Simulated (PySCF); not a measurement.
Radial density of P⁺ (phosphorus, charge +1)

UHF, [Ne] 3s2 3p2, high-spin 3P determinant. All numbers are calculated (PySCF 2.14, no relativity, point nucleus, in pcseg-2 (5s4p2d1f, 34 functions)).

```csv
r (bohr),4πr²ρ (e/bohr),4πr²(ρα − ρβ)
0.00223,0.1286,0.0000
0.00376,0.3467,0.0000
0.00632,0.9093,0.0001
0.0106,2.259,0.0002
0.0179,5.149,0.0005
0.0301,10.12,0.0015
0.0506,15.63,0.0061
0.0851,16.55,0.0265
0.143,11.82,0.0928
0.241,12.60,0.1981
0.405,15.79,0.1485
0.681,7.229,0.0025
1.15,2.196,0.5793
1.93,2.148,1.0480
3.24,0.4749,0.3054
5.45,0.01328,0.0104
9.17,1.121e-05,0.0000
```
